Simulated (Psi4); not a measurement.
Pair of molecules, SMILES [GaH3] with SMILES CN(C)C (the first has 4 atoms); geometry from B3LYP-D3(BJ)/def2-TZVP, rigid monomers moved along the line of their centres of mass till Ga1···N6 is 1.95 Å.
(charge 0, multiplicity 1):
```xyz
17

Ga    -0.74919     0.40673     1.71061
H     -1.49296     1.74067     2.13117
H      0.59105     0.53920     0.87651
H     -1.62811    -0.89357     1.49562
C     -1.06077    -0.22717     4.41536
N      0.02922    -0.05068     3.44097
C      0.79349    -1.30126     3.29747
C      0.91801     1.04548     3.86184
H     -0.66197    -0.48587     5.40255
H     -1.72260    -1.02106     4.07476
H     -1.63130     0.69668     4.48800
H      1.24741    -1.59141     4.25156
H      1.57583    -1.16138     2.55406
H      0.12767    -2.09300     2.95968
H      1.37524     0.82457     4.83274
H      1.70033     1.18015     3.11745
H      0.34317     1.96657     3.93554
```

The numbers are results of Psi4 with SAPT0/aug-cc-pVDZ, not measurements.

Problem. Give the four SAPT terms and the total, and say what mostly holds the pair together.

Solution. electrostatics -451.5, exchange 518.5, induction -137.1, dispersion -73.0, total -143.0 kJ/mol; the largest attraction is electrostatics.
